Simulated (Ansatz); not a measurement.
Job for Ansatz (a program for electronic structure): R-CCSD(T)/cc-pVQZ on O3 (SMILES O=[O+][O-]).

Ansatz 0.2 input:
```yaml
crystal:
  periodic: [false, false, false]
  atoms:
    - {symbol: O, position_ang: [1.01805960, -0.38473453, 0.14015829]}
    - {symbol: O, position_ang: [-0.00257246, 0.33096353, 0.27229815]}
    - {symbol: O, position_ang: [-1.01538714, 0.05377100, -0.41235643]}
basis:
  gaussian:
    orbitals: cc-pVQZ
magnetization: {spin_polarized: false}
correlation: {method: ccsd_t, electrons: outside_noble_gas}
scf: {lower_state_search: off}
```

It printed:

```
WARN ansatz: RAYON_NUM_THREADS=1 ignored (pool sized by the plan → 1); use --threads N
Functional definition: HF
these checks for a lower state are left out or cut short: stability, starts, cluster_reference, orbital_swaps, neighbouring_geometries, increment
integrals: 0.47 GiB planned
1044 factors; integrals over basis functions are off by at most 4.4e-4 eV
mean field: 0.35 GiB planned
mean field evaluation 1: about -6101.3061 eV, gradient 4.9e1 eV
mean field evaluation 2: about -6101.3073 eV, gradient 4.9e1 eV
mean field evaluation 4: about -6105.2257 eV, gradient 3.6e0 eV
mean field evaluation 8: about -6105.2846 eV, gradient 2.1e-1 eV
mean field -6105.28503893 eV, -224.3650868699 hartree, gradient 3.0e-6 eV, S^2 0.000000; 0 other end points of the search recorded, 0 dependent functions left out
3 core orbitals not correlated
reference -6105.28503893 eV, -224.3650868699 hartree; 9, 9 occupied and 153, 153 virtual orbitals, 1044 factors
second order -22.44322049 eV of doubles, -0.00000000 eV of singles
coupled cluster: 0.81 GiB planned
cycle   1  -20.16456262 eV  change     2.2e0 eV  update   1.7e-1
cycle   2  -21.20311345 eV  change    -1.0e0 eV  update   8.1e-2
cycle   3  -21.43601261 eV  change   -2.3e-1 eV  update   2.8e-2
cycle   4  -21.42768323 eV  change    8.3e-3 eV  update   1.1e-2
cycle   5  -21.42824730 eV  change   -5.6e-4 eV  update   5.0e-3
cycle   6  -21.43006935 eV  change   -1.8e-3 eV  update   1.3e-3
cycle   7  -21.42875030 eV  change    1.3e-3 eV  update   5.4e-4
cycle   8  -21.42856766 eV  change    1.8e-4 eV  update   1.8e-4
cycle   9  -21.42868269 eV  change   -1.2e-4 eV  update   7.9e-5
cycle  10  -21.42859578 eV  change    8.7e-5 eV  update   3.0e-5
cycle  11  -21.42860595 eV  change   -1.0e-5 eV  update   9.9e-6
cycle  12  -21.42862014 eV  change   -1.4e-5 eV  update   3.1e-6
perturbative correction -1.33924357 eV, -0.0492162933 hartree
WARN: these amplitudes may be one of several solutions (largest doubles amplitude 0.18, level shift 0.09 eV)
Total energy: -6128.05290264 eV, -225.2017904287 hartree
Checks for a lower state left out: stability, starts, cluster_reference, orbital_swaps, neighbouring_geometries, increment
```

The calculation finished and met its thresholds.

Warnings raised: other roots.

Cost: very roughly 15 core-seconds.
